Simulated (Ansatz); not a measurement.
A set of 12 reactions (bond dissociation), with CCSD(T)/CBS values in kJ/mol:

```csv
reaction,ΔE
`CN[SiH3]` → `[CH3]`• + `[NH][SiH3]`•,400.3
`[SiH3]B([SiH3])[SiH3]` → H• + `[SiH2]B([SiH3])[SiH3]`•,335.2
`C[O][In]([CH3])[SH]` → `[CH3]`• + `C[O][In][SH]`•,283.3
`[SiH3]O[SiH3]` → H• + `[SiH2]O[SiH3]`•,413.4
`CB(C)S` → `C[B]C`• + `[SH]`•,477.7
`FB(F)[Si](F)(F)F` → `F[B]F`• + `F[Si](F)F`•,405.4
`FC(F)C(F)(F)F` → `F[C](F)F`• + `F[CH]F`•,419.7
`O[Si](O)(F)Cl` → F• + `O[Si](O)Cl`•,690.0
`FC(Cl)(Cl)Br` → Br• + `F[C](Cl)Cl`•,276.5
`[CH3][Ge]([OH])([OH])[GeH3]` → `[GeH3]`• + `[CH3][Ge]([OH])[OH]`•,310.3
`F[SiH](S)S` → `[SH]`• + `F[SiH]S`•,399.1
`C[O][GaH][CH3]` → `C[O][Ga][CH3]`• + H•,358.2
```

Gas-phase electronic energies from Ansatz, PBE0-D4/def2-TZVP geometries. CCSD(T)/CBS adds triple-zeta CCSD(T) − MP2 to the extrapolated MP2 energy (def2 sets, frozen cores). This one scheme is used for every species, atoms too. DFT in def2-TZVPP. B3LYP here is the variant with VWN-RPA as its local correlation; programs differ in this. No spin–orbit coupling; open shells (•) take unrestricted orbitals. Spin–orbit coupling would lower the free atoms: a little for F; clearly for Br. Elements past krypton have def2 core potentials. For Br, Ga, Ge, In outer-core shells are correlated without core-valence functions, so the limit isn't a true one: a few kJ/mol of doubt a bond, and 10 to 20 or more in all where bonds break to atoms. Scalar relativity is left out up to krypton. Each species was taken in one conformer, which may not be the lowest.

Q: Give the mean, mean absolute and largest difference (level minus CCSD(T)/CBS, kJ/mol) for: PBE-D4, PBE0-D4, B3LYP-D4, ωB97M-V, B2PLYP, r2SCAN, PBE0, B3LYP, HF/def2-TZVPP, MP2/def2-TZVPP, SCS-MP2/def2-TZVPP, SCS-MP2/def2-QZVPP, MP2/CBS(def2), CCSD/CBS(def2). (An estimate is asked.)

A: The calculation gave: 
```json
{"level": "PBE-D4", "mean": "-22.2", "mean absolute": "22.2", "largest": "-33.9"}
{"level": "PBE0-D4", "mean": "-21.0", "mean absolute": "21.0", "largest": "-34.9"}
{"level": "B3LYP-D4", "mean": "-24.7", "mean absolute": "24.7", "largest": "-40.2"}
{"level": "ωB97M-V", "mean": "-4.5", "mean absolute": "6.4", "largest": "-20.8"}
{"level": "B2PLYP", "mean": "-21.7", "mean absolute": "21.7", "largest": "-31.0"}
{"level": "r2SCAN", "mean": "-30.9", "mean absolute": "30.9", "largest": "-43.9"}
{"level": "PBE0", "mean": "-25.9", "mean absolute": "25.9", "largest": "-37.8"}
{"level": "B3LYP", "mean": "-33.8", "mean absolute": "33.8", "largest": "-48.9"}
{"level": "HF/def2-TZVPP", "mean": "-117.8", "mean absolute": "117.8", "largest": "-162.8"}
{"level": "MP2/def2-TZVPP", "mean": "-1.4", "mean absolute": "11.0", "largest": "-21.9"}
{"level": "SCS-MP2/def2-TZVPP", "mean": "-3.1", "mean absolute": "4.6", "largest": "-7.4"}
{"level": "SCS-MP2/def2-QZVPP", "mean": "3.7", "mean absolute": "4.7", "largest": "14.0"}
{"level": "MP2/CBS(def2)", "mean": "9.6", "mean absolute": "16.6", "largest": "30.3"}
{"level": "CCSD/CBS(def2)", "mean": "-6.8", "mean absolute": "7.2", "largest": "-15.9"}
```

The largest T1 diagnostic in the set is 0.021, for `C[O][In][SH]`• (customary mark 0.045).

CCSD(T)/CBS is a level of theory with its own doubt, and the functionals carry their triple-zeta basis error, so these figures describe this set and don't rank the functionals.
